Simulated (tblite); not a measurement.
C₃H₉BrGeSi.
SMILES with atom numbers: `[Br:1][CH2:2][C@@H:3]1[CH2:4][SiH2:5][GeH2:6]1` (hydrogens: H7, H8 on C2; H9 on C3; H10, H11 on C4; H12, H13 on Si5; H14, H15 on Ge6)

Computed with GFN2-xTB (tblite), gas phase: L-BFGS steps from a force-field or distance-geometry start until the largest atomic force falls under 0.01 eV/Å.

Step 44: E = -509.4487 eV
```
atom  x, y, z in Å  |  force x, y, z in eV/Å
Br1     1.4251    0.0213    2.0516    0.038   0.027  -0.011
C2      1.7807   -0.2957    0.1546   -0.060   0.008  -0.056
C3      0.5042   -0.3189   -0.6516   -0.065   0.017   0.002
C4     -0.1733    1.0747   -0.7048   -0.021   0.011   0.027
Si5    -1.6147    0.9187    0.5561    0.032  -0.004  -0.006
Ge6    -0.9874   -1.3490    0.2731    0.036   0.003  -0.022
H7      2.4604    0.5009   -0.1556    0.015  -0.009   0.012
H8      2.2983   -1.2536    0.1094   -0.006  -0.010   0.017
H9      0.7870   -0.6470   -1.6578    0.023   0.002   0.019
H10     0.5274    1.8906   -0.5240    0.063  -0.012   0.044
H11    -0.5786    1.2494   -1.7027   -0.022  -0.038  -0.018
H12    -1.4090    1.5557    1.8514    0.004  -0.005   0.018
H13    -2.9170    1.2768   -0.0035   -0.050   0.017  -0.026
H14    -0.4093   -2.4328    1.1669    0.001  -0.005   0.026
H15    -1.6980   -2.1831   -0.7850    0.013  -0.004  -0.026
```

Step 45: E = -509.4495 eV
```
atom  x, y, z in Å  |  force x, y, z in eV/Å
Br1     1.4307    0.0195    2.0481    0.027   0.041   0.016
C2      1.7816   -0.2981    0.1525   -0.060   0.003  -0.075
C3      0.5039   -0.3164   -0.6524   -0.069  -0.006   0.011
C4     -0.1739    1.0776   -0.7021   -0.015  -0.010   0.031
Si5    -1.6197    0.9176    0.5536    0.029   0.000  -0.004
Ge6    -0.9862   -1.3500    0.2731    0.024   0.040  -0.047
H7      2.4648    0.4946   -0.1598    0.017  -0.008   0.013
H8      2.2937   -1.2593    0.1087   -0.004  -0.003   0.002
H9      0.7850   -0.6443   -1.6597    0.017   0.012   0.032
H10     0.5272    1.8918   -0.5146    0.049  -0.012   0.031
H11    -0.5773    1.2542   -1.7005   -0.009  -0.025  -0.018
H12    -1.4130    1.5573    1.8482    0.000  -0.013   0.013
H13    -2.9229    1.2780   -0.0062   -0.025   0.008  -0.019
H14    -0.4090   -2.4250    1.1755    0.008  -0.023   0.030
H15    -1.6893   -2.1894   -0.7863    0.012  -0.005  -0.015
```

Step 46: E = -509.4503 eV
```
atom  x, y, z in Å  |  force x, y, z in eV/Å
Br1     1.4369    0.0198    2.0457    0.014   0.050   0.029
C2      1.7817   -0.3000    0.1501   -0.039  -0.003  -0.059
C3      0.5028   -0.3141   -0.6528   -0.047  -0.022   0.013
C4     -0.1750    1.0801   -0.6999   -0.004  -0.020   0.020
Si5    -1.6238    0.9166    0.5516    0.008   0.008   0.001
Ge6    -0.9847   -1.3504    0.2717    0.002   0.050  -0.050
H7      2.4696    0.4885   -0.1631    0.010  -0.010   0.007
H8      2.2891   -1.2642    0.1092   -0.009   0.007  -0.015
H9      0.7845   -0.6413   -1.6604    0.005   0.018   0.032
H10     0.5275    1.8926   -0.5076    0.027  -0.016   0.014
H11    -0.5776    1.2563   -1.6989    0.007  -0.006  -0.010
H12    -1.4153    1.5576    1.8458   -0.004  -0.019   0.009
H13    -2.9289    1.2794   -0.0073    0.007  -0.003  -0.009
H14    -0.4102   -2.4188    1.1832    0.011  -0.027   0.023
H15    -1.6808   -2.1940   -0.7894    0.011  -0.006  -0.006
```

**Question.** Estimate the geometry and energy of step 47. (The exact step hangs on the optimiser's Hessian estimate; all steps are aligned on step 46, rigid shifts and turns removed.)

**Answer.** E = -509.4508 eV, largest force 0.056 eV/Å
```
atom  x, y, z in Å  |  force x, y, z in eV/Å
Br1     1.4411    0.0219    2.0452    0.007   0.051   0.022
C2      1.7811   -0.3009    0.1481   -0.012  -0.005  -0.020
C3      0.5015   -0.3128   -0.6526   -0.016  -0.022   0.008
C4     -0.1759    1.0811   -0.6986    0.005  -0.015   0.004
Si5    -1.6260    0.9162    0.5507   -0.010   0.013   0.006
Ge6    -0.9838   -1.3499    0.2697   -0.017   0.029  -0.028
H7      2.4728    0.4846   -0.1649   -0.002  -0.011  -0.001
H8      2.2860   -1.2668    0.1098   -0.015   0.012  -0.025
H9      0.7848   -0.6391   -1.6598   -0.005   0.015   0.019
H10     0.5280    1.8927   -0.5045    0.008  -0.021   0.001
H11    -0.5784    1.2559   -1.6982    0.019   0.007   0.001
H12    -1.4160    1.5570    1.8449   -0.005  -0.021   0.009
H13    -2.9323    1.2806   -0.0070    0.027  -0.009  -0.004
H14    -0.4118   -2.4161    1.1875    0.008  -0.016   0.009
H15    -1.6753   -2.1962   -0.7923    0.009  -0.006  -0.003
```

The energy changes by -0.0005 eV. The first-order estimate −F·Δx gives -0.0007 eV and the mean of the old and new forces, exact on a quadratic surface, -0.0005 eV. The step makes an angle of 71° with the force vector and moves no atom by more than 0.007 Å.

The cost below is that of the whole relaxation. The run took 1.9 s of wall time on an Intel Xeon at 2.50 GHz with one thread, no GPU, shared host with 64 logical CPUs at a one-minute load of 63.
